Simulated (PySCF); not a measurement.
# Adding and removing an electron: GeBr

TPSS; PySCF, no relativity, basis sets Ge def2-TZVPPD, Br def2-TZVPPD. Neutral (UKS): doublet (π ↑), Re = 2.342 Å, ωe = 286 cm⁻¹, De = 3.82 eV, HOMO -4.30 eV, LUMO -3.96 eV.

GeBr⁺ (UKS): singlet (closed shell), Re = 2.220 Å, ωe = 358 cm⁻¹, De = 4.51 eV to Ge⁺ + Br. The energies at the minima are -4651.04125 hartree for GeBr and -4650.77600 for GeBr⁺.

Task: Work out the adiabatic ionisation energy, without and with harmonic zero-point energies (1 hartree = 27.2114 eV, 1 eV = 8065.5 cm⁻¹), and the change of the bond length.

Result: At TPSS: 0.26525 hartree = 7.218 eV between the minima; the zero-point term (358.0 − 286.0)/2 cm⁻¹ = +0.004 eV makes it 7.222 eV. Re changes by -12.2 pm against the neutral. The electron leaves a π orbital, and the shorter bond of the ion fits an antibonding orbital, or a change in how ionic the bond is.

For an ion De counts to the pair picked by the measured ionisation energies or electron affinities, which need not be the lowest pair at this level. States were picked by a PBE0 search and need not be the measured ground states.
